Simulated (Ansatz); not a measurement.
Cost and result for the atomization energy of C₅HBClF₇O₂ (`F[B-]1(Cl)OC(C(F)(F)F)=CC(C(F)(F)F)=[O+]1`) (17 atoms, 17 bonds).

Cartesian coordinates in Å:
```
F 1.479 1.527 2.347
B 1.329 1.163 1.069
Cl 2.563 1.806 -0.097
O -0.045 1.608 0.591
C -0.728 0.896 -0.201
C -1.981 1.592 -0.733
F -2.653 0.793 -1.558
F -2.776 1.922 0.277
F -1.642 2.691 -1.391
C -0.425 -0.411 -0.538
C 0.611 -0.984 0.178
C 0.917 -2.480 0.089
F 0.750 -3.044 1.278
F 0.110 -3.078 -0.782
F 2.171 -2.661 -0.300
O 1.354 -0.356 0.987
H -1.035 -0.983 -1.216
```

The species carries charge 0 and has multiplicity 1. The geometry is a stationary point of PBE0-D4/def2-TZVP. Program: Ansatz. All runs use 11 threads of an AMD EPYC 7R13 on a shared host and a whole NVIDIA H100 80 GB. Times are those of one run each, without the atoms' runs, and a repeat can differ threefold. Electronic energies, without spin–orbit coupling; frozen cores. CCSD(T)/CBS adds CCSD(T) − MP2 in def2-TZVPP to the MP2 limit, and its time is that of the two runs behind it. T1 = 0.015. B3LYP takes the VWN-RPA correlation (the form of Gaussian; ORCA's B3LYP/G).

CCSD(T)/CBS is a level of theory with its own doubt, some kJ/mol a heavy atom from the limit and from the frozen cores, so smaller differences don't rank the functionals.

| level | functions | wall time |
| --- | --- | --- |
| LDA (SPW92)/def2-TZVPP | 521 | 2.1 s |
| revPBE-D4/def2-TZVPP | 521 | 2.3 s |
| BLYP-D4/def2-TZVPP | 521 | 2.9 s |
| B3LYP-D4/def2-TZVPP (with forces) | 521 | 3.2 s |
| r2SCAN-D4/def2-TZVPP (with forces) | 521 | 3.2 s |
| ωB97X-V/def2-TZVPP | 521 | 3.3 s |
| B97M-V/def2-TZVPP | 521 | 3.6 s |
| B2PLYP/def2-TZVPP | 521 | 3.8 s |
| PBE-QIDH/def2-TZVPP | 521 | 4 s |
| MP2/def2-QZVPP | 955 | 6 s |
| CCSD(T)/def2-SVP | 233 | 6.5 s |
| CCSD(T)/def2-TZVPP | 521 | 91 s |
| CCSD(T)/CBS(def2) | – | 97 s |

(1) What atomization energy does each give, and how far from CCSD(T)/CBS? (Estimate.)

Results:

(1) Ansatz gave: 
| level | atomization (kJ/mol) | difference from CCSD(T)/CBS | per bond |
| --- | --- | --- | --- |
| LDA (SPW92)/def2-TZVPP | 9692.3 | 1815.2 | 106.8 |
| revPBE-D4/def2-TZVPP | 8019.0 | 141.9 | 8.3 |
| BLYP-D4/def2-TZVPP | 7970.6 | 93.5 | 5.5 |
| B3LYP-D4/def2-TZVPP (with forces) | 7854.6 | -22.5 | -1.3 |
| r2SCAN-D4/def2-TZVPP (with forces) | 8029.1 | 152.0 | 8.9 |
| ωB97X-V/def2-TZVPP | 7940.3 | 63.2 | 3.7 |
| B97M-V/def2-TZVPP | 7957.4 | 80.3 | 4.7 |
| B2PLYP/def2-TZVPP | 7810.6 | -66.5 | -3.9 |
| PBE-QIDH/def2-TZVPP | 7904.3 | 27.2 | 1.6 |
| MP2/def2-QZVPP | 8220.7 | 343.6 | 20.2 |
| CCSD(T)/def2-SVP | 7556.0 | -321.1 | -18.9 |
| CCSD(T)/def2-TZVPP | 7655.2 | -221.9 | -13.1 |
| CCSD(T)/CBS(def2) | 7877.1 | 0.0 | 0.0 |

From r2SCAN to r2SCAN0 (25 % exact exchange), in def2-TZVPP and without D4, the atomization energy moves by −284.2 kJ/mol: exact exchange takes away binding that semilocal exchange gives to molecules. Leaving LDA and LC-ωPBE aside and taking each functional with its dispersion term where it has one, the values, not all of them listed here, spread over 939.1 kJ/mol, from BHLYP-D4 to PBE-D4. LDA lies +1391.4 kJ/mol from PBE without D4, its usual overbinding. At CCSD(T), def2-SVP lies −321.1 kJ/mol from the extrapolated value and def2-TZVPP −221.9 kJ/mol: correlation converges slowly with the basis, and small sets miss more of it in the bonded molecule than in its fragments.
